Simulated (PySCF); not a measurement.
Compound: C6H6NO (charge -1).
SMILES: `CC(=O)C1=CC=C[N-]1`

Jobs on this species (14 atoms, 58 electrons) with PySCF (density fitting). Hardware of each: one thread of an Intel Xeon 6975P-C, on a shared host. Times come from a shared host and carry two figures at best. Peak memory is the resident size of the whole Python process, interpreter and libraries included.

| level and settings | work | basis functions | SCF cycles | wall time | peak memory |
| --- | --- | --- | --- | --- | --- |
| B3LYP/6-31G, IEF-PCM chloroform, energy threshold 1e-06 Eh | shieldings, ring-centre shieldings, charges and field gradients | 84 | ? | ? | ? |
| PBE0/pcSseg-1 | shieldings, ring-centre shieldings, charges and field gradients, density and orbital grids written | 166 | 15 | 20 s | 0.71 GiB |
| PBE0/def2-SVPD | 6 singlets by full TDDFT, 2 Tamm–Dancoff triplets, polarisability, density and orbital grids written | 211 | 15 | 26 s | 0.88 GiB |

**Question.** Fill in the missing figures.

**Answer.** 
- B3LYP/6-31G, IEF-PCM chloroform, energy threshold 1e-06 Eh; shieldings, ring-centre shieldings, charges and field gradients: 8.0 s, 0.66 GiB, 9 SCF cycles

**Question.** What do all jobs in the table cost together?

**Answer.** About 54 s; the longest takes about 48 % of that, and about 3.2 times as long as the shortest.
